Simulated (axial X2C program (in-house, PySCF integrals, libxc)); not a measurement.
# Which molecule has these constants?

Calculated with an in-house all-electron X2C program for linear molecules (integrals from PySCF), spin-free (one-electron X2C) or two-component (2c: spin–orbit coupling with atomic mean-field Coulomb and Gaunt terms, which also bring small scalar terms), in Dyall basis sets with cores contracted in-house; open shells are unrestricted.

A two-component CCSD(T) calculation in a Dyall 3-zeta basis gave Re = 1.613 Å, ωe = 934.1 cm⁻¹, De = 3.13 eV, Ω = 1/2.

Question: Which molecule is it?
A. AlF⁺
B. BF⁺
C. GaF⁺

Answer: A. The others have GaF⁺ 1.702 Å and 746.5 cm⁻¹ (Ω = 1/2); BF⁺ 1.218 Å and 1677.0 cm⁻¹ (Ω = 1/2).

Frozen shells (counts by l): AlF⁺ Al 2s1p, F 1s, 9 electrons correlated; GaF⁺ Ga 3s2p1d, F 1s, 9 electrons correlated; BF⁺ F 1s, B 1s, 9 electrons correlated. Coupled cluster in natural virtuals with an MP2 remainder. Where the outer core of a metal is frozen, bonds come out longer and ionisation energies lower.

Each entry is the lowest single determinant of a limited PBE0 search at one distance. De goes to single-determinant-based atoms at the same level (for ions the charge split of lowest energy) and is withheld (n/a) where an atom does not fit its ground term or J level. Main or longest-lived isotopes.
